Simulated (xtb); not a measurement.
Cl5W, doublet, from a rough starting geometry (GFN-xTB shapes and energies of metal compounds can be far from the true ones); GFN2-xTB run with xtb.

The xtb input:
```
$ xtb mol.xyz --gfn 2 --uhf 1 --opt vtight --json

# file mol.xyz
6

W     -0.00630767    -0.00306371     0.03443414
Cl     1.82615820    -0.41328863    -1.19589518
Cl     0.95657164    -1.00242489     1.89245092
Cl    -0.96872902     0.95952262    -1.90792027
Cl    -1.59667329    -1.50433509     0.03015619
Cl    -0.18739887     1.93602242     1.15145461
```

Output, abridged:

```
   ID    Z sym.   atoms
    1   74 W      1
    2   17 Cl     2-6

           -------------------------------------------------
          |                Calculation Setup                |
           -------------------------------------------------

           -------------------------------------------------
          |                 G F N 2 - x T B                 |
           -------------------------------------------------

          ...................................................
          :                      SETUP                      :
          :.................................................:
          :  # basis functions                  60          :
          :  # atomic orbitals                  54          :
          :  # shells                           18          :
          :  # electrons                        41          :
          :  max. iterations                   250          :
          :  Hamiltonian                  GFN2-xTB          :
          :  restarted?                      false          :
          :  GBSA solvation                  false          :
          :  PC potential                    false          :
          :  electronic temp.          300.0000000     K    :
          :  accuracy                    1.0000000          :
          :  -> integral cutoff          0.2500000E+02      :
          :  -> integral neglect         0.1000000E-07      :
          :  -> SCF convergence          0.1000000E-05 Eh   :
          :  -> wf. convergence          0.1000000E-03 e    :
          :  Broyden damping             0.4000000          :
          :  net charge                          0          :
          :  unpaired electrons                  1          :
          ...................................................

 iter      E             dE          RMSdq      gap      omega  full diag
   1    -20.8693566 -0.208694E+02  0.205E+01    0.06       0.0  T
   2    -18.6920748  0.217728E+01  0.259E+01    0.12       1.0  T
   3    -24.4770343 -0.578496E+01  0.142E+01    0.16       1.0  T
   4    -24.6738986 -0.196864E+00  0.110E+01    0.01       1.0  T
   5    -24.8725532 -0.198655E+00  0.104E+01    0.14       1.0  T
   6    -25.1916144 -0.319061E+00  0.727E+00    0.03       1.0  T
   7    -25.1910079  0.606521E-03  0.103E+01    0.11       1.0  T
   8    -25.3673827 -0.176375E+00  0.393E+00    0.01       1.0  T
   9    -25.4400071 -0.726244E-01  0.271E+00    0.04       1.0  T
  10    -25.4478575 -0.785035E-02  0.114E+00    0.03       1.0  T
  11    -25.4498463 -0.198881E-02  0.762E-01    0.03       1.0  T
  12    -25.4505904 -0.744124E-03  0.317E-01    0.02       1.0  T
  13    -25.4507855 -0.195095E-03  0.211E-01    0.02       1.0  T
  14    -25.4509223 -0.136849E-03  0.115E-01    0.02       1.0  T
  15    -25.4509484 -0.260412E-04  0.275E-02    0.02       1.5  T
  16    -25.4509495 -0.112331E-05  0.217E-02    0.02       1.9  T
  17    -25.4509505 -0.957260E-06  0.151E-02    0.02       2.7  T
  18    -25.4509508 -0.348168E-06  0.805E-03    0.02       5.1  T
  19    -25.4509511 -0.256828E-06  0.854E-03    0.02       4.8  T
  20    -25.4509512 -0.106632E-06  0.169E-03    0.02      24.2  T
  21    -25.4509512  0.998583E-09  0.138E-03    0.02      29.6  T
  22    -25.4509512 -0.985019E-08  0.518E-04    0.02      78.8  T
  23    -25.4509512 -0.873829E-09  0.267E-04    0.02     152.7  T

   *** convergence criteria satisfied after 23 iterations ***

         :::::::::::::::::::::::::::::::::::::::::::::::::::::
         ::                     SUMMARY                     ::
         :::::::::::::::::::::::::::::::::::::::::::::::::::::
         :: total energy             -25.435044092258 Eh    ::
         :: gradient norm              0.018444938987 Eh/a0 ::
         :: HOMO-LUMO gap              0.019934785339 eV    ::
         ::.................................................::
         :: SCC energy               -25.450940616338 Eh    ::
         :: -> isotropic ES            0.013154768237 Eh    ::
         :: -> anisotropic ES          0.000249141197 Eh    ::
         :: -> anisotropic XC         -0.000010389472 Eh    ::
         :: -> dispersion             -0.010454053400 Eh    ::
         :: repulsion energy           0.015896524080 Eh    ::
         :: add. restraining           0.000000000000 Eh    ::
         :: total charge              -0.000000000000 e     ::
         :::::::::::::::::::::::::::::::::::::::::::::::::::::

      -----------------------------------------------------------
     |                   =====================                   |
     |                        A N C O P T                        |
     |                   =====================                   |
     |               Approximate Normal Coordinate               |
     |                Rational Function Optimizer                |
      -----------------------------------------------------------
      -----------------------------------------------------------
     |                   =====================                   |
     |                        A N C O P T                        |
     |                   =====================                   |
     |               Approximate Normal Coordinate               |
     |                Rational Function Optimizer                |
      -----------------------------------------------------------

          ...................................................
          :                      SETUP                      :
          :.................................................:
          :   optimization level         verytight          :
          :   max. optcycles                   200          :
          :   ANC micro-cycles                  20          :
          :   degrees of freedom                12          :
          :.................................................:
          :   RF solver                   davidson          :
[...]
 * total energy  :   -25.4357466 Eh     change       -0.7024655E-03 Eh
 * total energy  :   -25.4361454 Eh     change       -0.3988188E-03 Eh
 * total energy  :   -25.4360624 Eh     change        0.8294731E-04 Eh
 * total energy  :   -25.4362048 Eh     change       -0.1423806E-03 Eh
 * total energy  :   -25.4361784 Eh     change        0.2641990E-04 Eh
 * total energy  :   -25.4362089 Eh     change       -0.3047912E-04 Eh
 * total energy  :   -25.4362115 Eh     change       -0.2635002E-05 Eh
 * total energy  :   -25.4362129 Eh     change       -0.1444242E-05 Eh
 * total energy  :   -25.4362141 Eh     change       -0.1138681E-05 Eh
 * total energy  :   -25.4362147 Eh     change       -0.5935404E-06 Eh
 * total energy  :   -25.4362150 Eh     change       -0.2859942E-06 Eh
 * total energy  :   -25.4362151 Eh     change       -0.1148635E-06 Eh
 * total energy  :   -25.4362151 Eh     change       -0.3855419E-07 Eh
   *** GEOMETRY OPTIMIZATION CONVERGED AFTER 14 ITERATIONS ***
[...]
   1    -25.4529923 -0.254530E+02  0.905E-05    0.00       0.0  T
   2    -25.4529923  0.175092E-09  0.478E-04    0.00      85.3  T
   3    -25.4529923 -0.166882E-09  0.153E-04    0.00     266.4  T

   *** convergence criteria satisfied after 3 iterations ***

         :::::::::::::::::::::::::::::::::::::::::::::::::::::
         ::                     SUMMARY                     ::
         :::::::::::::::::::::::::::::::::::::::::::::::::::::
         :: total energy             -25.436215120178 Eh    ::
         :: gradient norm              0.000089488428 Eh/a0 ::
         :: HOMO-LUMO gap              0.000205007752 eV    ::
         ::.................................................::
         :: SCC energy               -25.452982069267 Eh    ::
         :: -> isotropic ES            0.012425283749 Eh    ::
         :: -> anisotropic ES          0.000320310756 Eh    ::
         :: -> anisotropic XC         -0.000126141259 Eh    ::
         :: -> dispersion             -0.010500356556 Eh    ::
         :: repulsion energy           0.016766949090 Eh    ::
         :: add. restraining           0.000000000000 Eh    ::
         :: total charge               0.000000000000 e     ::
         :::::::::::::::::::::::::::::::::::::::::::::::::::::

           -------------------------------------------------
          |                Property Printout                |
           -------------------------------------------------

    * Orbital Energies and Occupations

         #    Occupation            Energy/Eh            Energy/eV
      -------------------------------------------------------------
         1        2.0000           -1.1498615             -31.2893
       ...           ...                  ...                  ...
         9        2.0000           -0.4971940             -13.5293
        10        2.0000           -0.4939501             -13.4411
        11        2.0000           -0.4939280             -13.4405
        12        2.0000           -0.4927589             -13.4087
        13        2.0000           -0.4927551             -13.4085
        14        2.0000           -0.4768173             -12.9749
        15        2.0000           -0.4759575             -12.9515
        16        2.0000           -0.4503512             -12.2547
        17        2.0000           -0.4503474             -12.2546
        18        2.0000           -0.4476907             -12.1823
        19        2.0000           -0.4476826             -12.1821
        20        2.0000           -0.4460554             -12.1378
        21        0.5010           -0.3696164             -10.0578 (HOMO)
        22        0.4990           -0.3696089             -10.0576 (LUMO)
        23                         -0.3322278              -9.0404
        24                         -0.3321627              -9.0386
        25                         -0.1805223              -4.9123
        26                         -0.0258280              -0.7028
        27                         -0.0258255              -0.7027
        28                         -0.0257281              -0.7001
        29                         -0.0250308              -0.6811
        30                         -0.0244153              -0.6644
        31                         -0.0244101              -0.6642
        32                         -0.0244016              -0.6640
       ...                                ...                  ...
        54                          1.2972816              35.3008
      -------------------------------------------------------------
                  HL-Gap            0.0000075 Eh            0.0002 eV
             Fermi-level           -0.3887243 Eh          -10.5777 eV

     #   Z          covCN         q      C6AA      α(0)
     1  74 W        4.310     0.523   461.876    47.400
     2  17 Cl       0.886    -0.027   100.001    15.299
     3  17 Cl       0.891    -0.220   106.087    15.757
     4  17 Cl       0.891    -0.221   106.092    15.758
     5  17 Cl       0.886    -0.027   100.002    15.299
     6  17 Cl       0.886    -0.028   100.003    15.299

 Mol. C6AA /au·bohr⁶  :       5127.221392
 Mol. C8AA /au·bohr⁸  :     353793.019423
 Mol. α(0) /au        :        124.810660

Wiberg/Mayer (AO) data.
largest (>0.10) Wiberg bond orders for each atom

 ---------------------------------------------------------------------------
     #   Z sym  total        # sym  WBO       # sym  WBO       # sym  WBO
 ---------------------------------------------------------------------------
     1  74 W    6.286 --     2 Cl   1.369     5 Cl   1.369     6 Cl   1.369
                             3 Cl   1.090     4 Cl   1.090
     2  17 Cl   1.631 --     1 W    1.369
     3  17 Cl   1.302 --     1 W    1.090
     4  17 Cl   1.301 --     1 W    1.090
     5  17 Cl   1.631 --     1 W    1.369
     6  17 Cl   1.631 --     1 W    1.369
 ---------------------------------------------------------------------------

Topologies differ in total number of bonds
Writing topology from bond orders to xtbtopo.mol

molecular dipole:
                 x           y           z       tot (Debye)
 q only:        0.000      -0.001       0.001
   full:        0.000      -0.001       0.001       0.003
molecular quadrupole (traceless):
                xx          xy          yy          xz          yz          zz
 q only:        1.858       2.039       1.780      -3.873       3.947      -3.638
  q+dip:        2.008       2.201       1.919      -4.179       4.261      -3.927
   full:        2.070       2.270       1.980      -4.311       4.394      -4.050

optimized geometry written to: xtbopt.xyz

           -------------------------------------------------
          | TOTAL ENERGY              -25.436215120178 Eh   |
          | GRADIENT NORM               0.000089488428 Eh/α |
          | HOMO-LUMO GAP               0.000205007752 eV   |
           -------------------------------------------------

normal termination of xtb
```
